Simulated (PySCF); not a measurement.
# Radial density of Cl²⁺ (chlorine, charge +2)

PW91, [Ne] 3s2 3p3, high-spin 4S determinant. Calculation: PySCF 2.14, in dyall-acv3z (19s12p6d4f, 113 functions); the non-relativistic Hamiltonian (point nucleus).

```json
{"r (bohr)": "0.00143", "4πr²ρ (e/bohr)": "0.07929", "4πr²(ρα − ρβ)": "0.0000"}
{"r (bohr)": "0.00241", "4πr²ρ (e/bohr)": "0.2170", "4πr²(ρα − ρβ)": "0.0000"}
{"r (bohr)": "0.00405", "4πr²ρ (e/bohr)": "0.5805", "4πr²(ρα − ρβ)": "-0.0001"}
{"r (bohr)": "0.00682", "4πr²ρ (e/bohr)": "1.495", "4πr²(ρα − ρβ)": "-0.0001"}
{"r (bohr)": "0.0115", "4πr²ρ (e/bohr)": "3.611", "4πr²(ρα − ρβ)": "-0.0002"}
{"r (bohr)": "0.0193", "4πr²ρ (e/bohr)": "7.836", "4πr²(ρα − ρβ)": "0.0001"}
{"r (bohr)": "0.0324", "4πr²ρ (e/bohr)": "14.23", "4πr²(ρα − ρβ)": "0.0039"}
{"r (bohr)": "0.0546", "4πr²ρ (e/bohr)": "19.32", "4πr²(ρα − ρβ)": "0.0267"}
{"r (bohr)": "0.0918", "4πr²ρ (e/bohr)": "17.29", "4πr²(ρα − ρβ)": "0.1220"}
{"r (bohr)": "0.154", "4πr²ρ (e/bohr)": "13.24", "4πr²(ρα − ρβ)": "0.3608"}
{"r (bohr)": "0.260", "4πr²ρ (e/bohr)": "18.18", "4πr²(ρα − ρβ)": "0.5158"}
{"r (bohr)": "0.437", "4πr²ρ (e/bohr)": "15.45", "4πr²(ρα − ρβ)": "0.0871"}
{"r (bohr)": "0.735", "4πr²ρ (e/bohr)": "4.513", "4πr²(ρα − ρβ)": "0.4692"}
{"r (bohr)": "1.24", "4πr²ρ (e/bohr)": "3.990", "4πr²(ρα − ρβ)": "2.1702"}
{"r (bohr)": "2.08", "4πr²ρ (e/bohr)": "1.675", "4πr²(ρα − ρβ)": "1.0917"}
{"r (bohr)": "3.50", "4πr²ρ (e/bohr)": "0.07958", "4πr²(ρα − ρβ)": "0.0621"}
{"r (bohr)": "5.88", "4πr²ρ (e/bohr)": "0.0002266", "4πr²(ρα − ρβ)": "0.0002"}
```
